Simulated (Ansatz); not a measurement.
Ansatz (a quantum-chemistry and plane-wave program) input (CCSD(T)/aug-cc-pV(D+d)Z):
A basis named .json is the Basis Set Exchange file of that set.

Ansatz 0.2 input:
```yaml
crystal:
  periodic: [false, false, false]
  atoms:
    - {symbol: C, position_ang: [-1.18935895, 1.73282702, -0.80322590]}
    - {symbol: C, position_ang: [-1.18586824, 0.33392369, -0.16987108]}
    - {symbol: C, position_ang: [-1.83118578, -0.69611308, -1.10826892]}
    - {symbol: Si, position_ang: [0.52807255, -0.18450155, 0.36024054]}
    - {symbol: O, position_ang: [1.41062399, -0.24217203, -1.03377810]}
    - {symbol: O, position_ang: [1.19635940, 0.83066646, 1.46654223]}
    - {symbol: O, position_ang: [0.54952211, -1.61943781, 1.16127628]}
    - {symbol: H, position_ang: [-0.58129898, 1.75440671, -1.70999714]}
    - {symbol: H, position_ang: [-0.80022300, 2.49085411, -0.11935951]}
    - {symbol: H, position_ang: [-2.20429213, 2.03360561, -1.07698380]}
    - {symbol: H, position_ang: [-1.77771224, 0.37474415, 0.75215850]}
    - {symbol: H, position_ang: [-2.84502033, -0.39174533, -1.38212528]}
    - {symbol: H, position_ang: [-1.25598393, -0.80101021, -2.03051095]}
    - {symbol: H, position_ang: [-1.90400790, -1.68242393, -0.64372358]}
    - {symbol: H, position_ang: [2.33241054, -0.50530255, -0.96650842]}
    - {symbol: H, position_ang: [1.38013918, 1.72936774, 1.18545798]}
    - {symbol: H, position_ang: [0.24940711, -2.39575314, 0.68409645]}
basis:
  gaussian:
    orbitals: aug-cc-pV_D+d_Z.json
magnetization: {spin_polarized: false}
correlation: {method: ccsd_t, electrons: outside_noble_gas}
output: {forces: true}
```

End of the output:

```
1.55 GiB of device memory are held for the factors and their scratch space
mean field: 1.99 GiB planned
mean field evaluation 1: about -17221.0670 eV, gradient 6.3e1 eV
mean field evaluation 2: about -17221.2522 eV, gradient 6.4e1 eV
mean field evaluation 4: about -17229.5291 eV, gradient 4.8e0 eV
mean field evaluation 8: about -17229.6105 eV, gradient 2.7e-1 eV
mean field evaluation 16: about -17227.1714 eV, gradient 3.4e1 eV
mean field -17229.61077552 eV, -633.1765173509 hartree, gradient 3.6e-6 eV, S^2 0.000000; 0 other end points of the search recorded, 0 dependent functions left out
11 core orbitals not correlated
reference -17229.61077552 eV, -633.1765173509 hartree; 22, 22 occupied and 227, 227 virtual orbitals, 2555 factors
densities: 15.57 GiB planned
second order -31.55029993 eV of doubles, -0.00000000 eV of singles
coupled cluster: 14.41 GiB planned
cycle   1  -32.20404790 eV  change   -6.5e-1 eV  update   1.2e-1
cycle   2  -32.93011840 eV  change   -7.3e-1 eV  update   3.4e-2
cycle   3  -33.11284769 eV  change   -1.8e-1 eV  update   1.7e-2
cycle   4  -33.10607169 eV  change    6.8e-3 eV  update   3.5e-3
cycle   5  -33.10481160 eV  change    1.3e-3 eV  update   1.4e-3
cycle   6  -33.10550621 eV  change   -6.9e-4 eV  update   4.0e-4
cycle   7  -33.10537894 eV  change    1.3e-4 eV  update   1.7e-4
cycle   8  -33.10528669 eV  change    9.2e-5 eV  update   5.2e-5
cycle   9  -33.10528557 eV  change    1.1e-6 eV  update   2.0e-5
cycle  10  -33.10529170 eV  change   -6.1e-6 eV  update   7.3e-6
perturbative correction -1.03402367 eV, -0.0379996691 hartree
the calculation of the forces begins
1.55 GiB of device memory are held for the factors and their scratch space
Total energy: -17263.75009090 eV, -634.4311140506 hartree
Atom 0 at    -1.189359     1.732827    -0.803226 Å, force    -0.001411    -0.115017     0.036669 eV/Å
Atom 1 at    -1.185868     0.333924    -0.169871 Å, force     0.255443    -0.061878    -0.039834 eV/Å
Atom 2 at    -1.831186    -0.696113    -1.108269 Å, force     0.053205     0.089107     0.062847 eV/Å
Atom 3 at     0.528073    -0.184502     0.360241 Å, force    -0.507650     0.168586    -0.286765 eV/Å
Atom 4 at     1.410624    -0.242172    -1.033778 Å, force     0.144289     0.057729    -0.737214 eV/Å
Atom 5 at     1.196359     0.830666     1.466542 Å, force     0.249172     0.174516     0.679570 eV/Å
Atom 6 at     0.549522    -1.619438     1.161276 Å, force     0.102698    -0.426058     0.601215 eV/Å
Atom 7 at    -0.581299     1.754407    -1.709997 Å, force     0.282018    -0.000891    -0.419501 eV/Å
Atom 8 at    -0.800223     2.490854    -0.119360 Å, force     0.178507     0.340623     0.310791 eV/Å
Atom 9 at    -2.204292     2.033606    -1.076984 Å, force    -0.447253     0.129820    -0.113484 eV/Å
Atom 10 at    -1.777712     0.374744     0.752158 Å, force    -0.244277     0.012385     0.417009 eV/Å
Atom 11 at    -2.845020    -0.391745    -1.382125 Å, force    -0.445907     0.134553    -0.112985 eV/Å
Atom 12 at    -1.255984    -0.801010    -2.030511 Å, force     0.271708    -0.039892    -0.424277 eV/Å
Atom 13 at    -1.904008    -1.682424    -0.643724 Å, force    -0.029831    -0.445489     0.211819 eV/Å
Atom 14 at     2.332411    -0.505303    -0.966508 Å, force     0.176063    -0.055642     0.055390 eV/Å
Atom 15 at     1.380139     1.729368     1.185458 Å, force     0.030671     0.185227    -0.101647 eV/Å
Atom 16 at     0.249407    -2.395753     0.684096 Å, force    -0.067446    -0.147678    -0.139601 eV/Å
Dipole moment:    -0.018062     0.037675    -0.295116 e Å
```
